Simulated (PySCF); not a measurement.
# One molecule, several mistakes: B2CH5N

All numbers below are calculated, not measured. The program is PySCF 2.14.0, an open-source quantum chemistry code, run on an isolated molecule that a program drew, which may never have been made. The molecule is B2CH5N (charge 0, singlet), drawn as the SMILES string `BB=CN`.

Each row is a Hartree-Fock (HF) and frozen-core CCSD(T) single point in the cc-pVDZ basis, meant for a local HF minimum. Run 1 is clean. Each other run has one planted mistake out of seven kinds, and not every kind appears here: one electron removed, one electron added, multiplicity raised by two, geometry at a saddle point, minimal basis STO-3G, one bond length entered in bohr, all coordinates scaled. The reference is restricted for singlets and unrestricted otherwise, and also for a bond in bohr. Adding or removing an electron swaps singlet and doublet. Electrons count all cores. HOMO and LUMO are orbital energies over both spins, the gradient is its largest component, and the lowest frequency (negative if imaginary) is given only where the gradient is small. Bond lengths are over the 8 bonds as drawn. T1 is the CCSD diagnostic: over 0.02 (restricted) or 0.045 (unrestricted) a single reference is doubtful.

Geometry of the clean run:
```xyz
9
B2CH5N, angstrom
B    -0.8621   -1.3921   -2.8845
B    -1.3667   -0.5528   -1.5901
C    -1.7475    0.2722   -0.5027
N    -2.6237    0.1059    0.5564
H    -1.2147   -2.5261   -3.0682
H    -0.1174   -0.8944   -3.6853
H    -1.2969    1.2642   -0.5466
H    -2.3647    0.5985    1.3888
H    -2.8615   -0.8441    0.7643
```

```
run,electrons,basis functions,<S^2>,HOMO (eV),LUMO (eV),gradient (hartree/bohr),lowest frequency (cm^-1),mean bond (Å),longest bond (Å),T1,HF (hartree),CCSD(T) (hartree),mistake
1,28,81,0.000,-7.57,1.86,2.6e-05,147,1.2401,1.623,0.0192,-144.51393,-145.03642,no fault
2,28,81,0.000,-7.22,2.12,3.0e-05,-476,1.2353,1.614,0.0196,-144.51195,-145.03447,geometry at a saddle point
3,27,81,0.773,-15.75,-5.65,7.5e-02,-,1.2401,1.623,0.0199,-144.27385,-144.75798,one electron removed
4,28,81,2.016,-6.06,0.72,7.7e-02,-,1.2401,1.623,0.0219,-144.46200,-144.95836,multiplicity raised by two
5,28,25,0.000,-5.44,5.86,7.6e-02,-,1.2401,1.623,0.0163,-142.66593,-142.90250,minimal basis STO-3G
6,28,81,1.198,-8.92,1.03,6.0e-02,-,1.3515,1.892,0.0440,-144.40939,-144.90351,?
```

**Which mistake was planted in run 6, and what did it cost?**

The mean bond changes by a factor of 1.090 and the longest by 1.166, so the molecule wasn't scaled as a whole. A length L in bohr read as angstrom grows by (1/0.5292 - 1) L = 0.890 L. The 8 bonds together grew by 8 x 0.1114 = 0.891 Å, which gives L = 1.002 Å. That is the length of one of the H-N bonds, 1.001 Å in the clean geometry. So the mistake is: one bond length entered in bohr. Subtracting run 1 and multiplying by 627.51 kcal/mol a hartree, the energy moved by 65.6 kcal/mol in HF and 83.4 kcal/mol in CCSD(T).

